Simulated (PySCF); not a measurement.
In(OMe)(NH2)2, CH7InN2O, SMILES C[O][In]([NH2])[NH2] at its CAM-B3LYP/def2-SVP optimised geometry (Å):

```
12

In    -0.1398    -0.6599     0.0000
O     -1.0868     1.0981     0.0000
C     -0.4751     2.3474     0.0559
H      0.3646     2.4692    -0.6602
H     -1.2127     3.1330    -0.1909
H     -0.0754     2.5906     1.0613
N      1.8806    -0.6599     0.0000
H      2.3510     0.1481    -0.3974
H      2.3625    -1.5058    -0.2893
N     -1.3818    -2.2243     0.2588
H     -1.1098    -3.1330    -0.1035
H     -2.3625    -2.0561     0.0533
```

Level of theory: CAM-B3LYP/def2-TZVP, def2 effective core potentials past Kr (PySCF). The core electrons that the potentials of In replace are not part of the density. Cells within 0.4 Å of a nucleus heavier than hydrogen are left out (blank, or x).

Map of the electrostatic potential (hartree/e), clipped to [-0.08, 0.12] on the plane z = 0.0 Å:

```
|3333333333333333333344444444444|
|3333333333333333333344444444444|
|3333333333333333333444444444444|
|3333333333444444444444444444444|
|3333333334455444444444444444444|
|3333333334699865444444444444444|
|3333333334999999644444444444444|
|3333333334899999964444444444444|
|3333332223599xx9985444444444444|
|3333322212399xx9975444444444444|
|3333222110399999964444444444444|
|333322210069x999755555554444444|
|33332221009xxx98765556655444444|
|333332210069x999986679975444444|
|3333322211399999999899995444444|
|3333333223499999999999995444444|
|33333333346999xx9999x9974444444|
|33334444457999xx9999xx974444444|
|3344445666799999999999995444444|
|4444456999999999999999996444444|
|4444457999999999998799996544444|
|44444579999xx999986679976544444|
|4444456999999987666566665544444|
|4444445678999996555555555444444|
|4444444455999996555555554444444|
|4444444445799986555544444444444|
|4444444444578765554444444444444|
|4444444444555555544444444444444|
|4444444444445554444444444444444|
|4444444444444444444444444444444|
|4444444444444444444444444444444|
```
Scale: ten equal steps from -0.080 (start of '0') to 0.120 (end of '9'), in the order '0123456789'; x runs from -5.50 to 5.50, y from -5.50 (bottom) to 5.50 (top).
